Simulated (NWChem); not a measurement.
Species: GeH$_{3}$O$_{2}$F; SMILES [OH][GeH]([OH])[F]

```xyz
7

Ge     0.0149    -0.0300     0.2792
O      0.4312    -1.5979    -0.3741
O     -1.5646     0.4392    -0.3382
F      1.0932     1.1830    -0.3454
H      0.1553    -0.0826     1.7927
H      0.1821    -1.6962    -1.3006
H     -1.5867     1.3612    -0.6198
```
Atoms are numbered in this order, from 1.

Computed with NWChem. Structure relaxed at the PBE0/def2-SVP level.

### Question
Taking B3LYP/aug-cc-pVTZ as the yardstick, which of these has the fewest basis functions while keeping “dipole (D)” within 0.05 D of it: B3LYP/cc-pVTZ; B3LYP/cc-pVDZ; B3LYP/aug-cc-pVDZ?

### Answer
B3LYP/aug-cc-pVDZ.
```tsv
level	basis functions	dipole (D)
B3LYP/cc-pVDZ	84	1.09
B3LYP/aug-cc-pVDZ	132	1.01
B3LYP/cc-pVTZ	175	1.04
B3LYP/aug-cc-pVTZ	266	1.00
```

The yardstick is one finite set, not the basis-set limit.
